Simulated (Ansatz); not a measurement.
Cartesian coordinates in Å:
```
F 0.9534 -1.5398 1.3929
Si -0.2178 -1.1024 0.3855
Ge 0.1926 1.1050 -0.4038
H -0.2399 -2.0787 -0.7338
H -1.5034 -1.1789 1.1258
H 0.2171 2.1085 0.7592
H -0.9335 1.5061 -1.3724
H 1.5315 1.1800 -1.1535
```

The species carries charge 0 and has multiplicity 1.

**Question.** List the r2SCAN/def2-TZVPP orbital energies in eV (Ansatz 0.2.0). (Estimate.)

**Answer.** Computed: Occupied: -10834.19, -1792.14, -1349.33, -1199.38, -1199.37, -1199.37, -666.16, -167.49, -142.49, -117.17, -117.17, -117.17, -97.40, -97.33, -97.31, -31.24, -30.47, -30.47, -30.44, -30.40, -30.40, -15.03, -13.61, -11.41, -11.18, -10.88, -9.07, -8.88, -8.51, -7.45. Lowest empty: -1.06, -0.12, 0.21, 0.73, 1.15, 1.75, 2.05, 3.96.
